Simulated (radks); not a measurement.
Species: Pm2+. Configuration: [Xe] 4f5. All-electron calculation, Dirac Kohn-Sham, exchange-only PBE, spin-unpolarised, spherical densities, finite nucleus; open shells fill j = l - 1/2 first; Fermi nuclear charge, rms radius 4.962 fm. Program: a radial shooting solver on a logarithmic mesh with Libxc functionals.

Spin-orbit splittings of the eigenvalues, e(l+1/2) - e(l-1/2), with zeta = 2 splitting/(2l+1) and mean radii in bohr:

| shell | occ. | splitting (eV) | zeta (eV) | <r> j=l-1/2 | <r> j=l+1/2 |
|---|---|---|---|---|---|
| 2p | 6 | 560.3 | 373.5 | 0.08244 | 0.08896 |
| 3p | 6 | 112.7 | 75.10 | 0.2498 | 0.2624 |
| 3d | 10 | 24.42 | 9.767 | 0.2339 | 0.2378 |
| 4p | 6 | ? | ? | 0.6083 | 0.6369 |
| 4d | 10 | 4.366 | 1.747 | 0.6829 | 0.6932 |
| 4f | 5 | 0.4691 | 0.1340 | 1.041 | 1.059 |
| 5p | 6 | 3.285 | 2.190 | 1.626 | 1.718 |

Estimate the 4p splitting.

Answer. 24.58 eV (zeta = 16.39 eV).
